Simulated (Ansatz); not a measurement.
Energy difference R1 → P1 + P2, each structure at its B3LYP-D3(BJ)/def2-TZVP stationary point, reached from a drawn start (curvature not checked).
P1: H atom, charge 0, multiplicity 2.
R1: H2Mg (SMILES [MgH2]), charge 0, multiplicity 1.
P2, HMg (SMILES [MgH]) (charge 0, multiplicity 2, Z-matrix in Å and degrees):
```
Mg
H 1 1.7430
```

P less R. No zero-point or thermal terms; singlets are restricted closed shells; open shells are unrestricted.

Correlated levels freeze the cores. CBS: X⁻³ extrapolation of the correlation energy, Hartree–Fock from the larger set.

Run with Ansatz (Gaussian orbitals). All values are computed, each at the level named.

The comparison value is 3.174 eV (CCSD(T)/CBS(def2-TZVPP, def2-QZVPP)). It is a level with limits of its own, not the exact answer.

**Question.** Order these levels by how close they come to the comparison value for the reaction energy, closest first: PBE/def2-TZVPP, HF/def2-TZVPP, CAM-B3LYP/def2-TZVPP, SVWN5/def2-TZVPP, B3LYP/def2-TZVPP. Give each level's value less the comparison value.

**Answer.** CAM-B3LYP/def2-TZVPP (-0.002 eV), B3LYP/def2-TZVPP (-0.042 eV), SVWN5/def2-TZVPP (0.082 eV), PBE/def2-TZVPP (-0.225 eV), HF/def2-TZVPP (-0.933 eV)

Ansatz is a quantum-chemistry and plane-wave program.
